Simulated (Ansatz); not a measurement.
ZnF₂. Total charge 0; singlet. Geometry r2SCAN-D4/def2-TZVP, basis def2-TZVP, Ansatz.

Cartesian coordinates in Å:
```
Zn 0.000 0.000 0.000
F 0.889 0.941 1.142
F -0.889 -0.941 -1.142
```

| run | HOMO (eV) | LUMO (eV) |
| --- | --- | --- |
| A | -10.56 | -1.92 |
| B | -13.42 | 0.35 |
| C | -12.17 | -1.07 |
| D | -8.58 | -2.92 |
| E | -8.90 | -3.23 |
| F | -8.99 | -2.59 |

LC-ωPBE has ω = 0.4 bohr⁻¹. The structure comes from a short search, and lower isomers may exist.

The runs used CAM-B3LYP, LC-ωPBE, LDA (SPW92), PBE, PBE0, r2SCAN. Estimate which is which.

A PBE0 (25 % exact exchange); B LC-ωPBE (range-separated); C CAM-B3LYP (range-separated); D PBE (0 % exact exchange); E LDA (SPW92) (0 % exact exchange); F r2SCAN (0 % exact exchange). Exact exchange lowers occupied and raises empty levels; among semilocal functionals meta-GGAs tend to open the gap a little, and such runs are hard to tell apart. The gap grows from 5.67 eV (PBE) to 13.77 eV (LC-ωPBE).
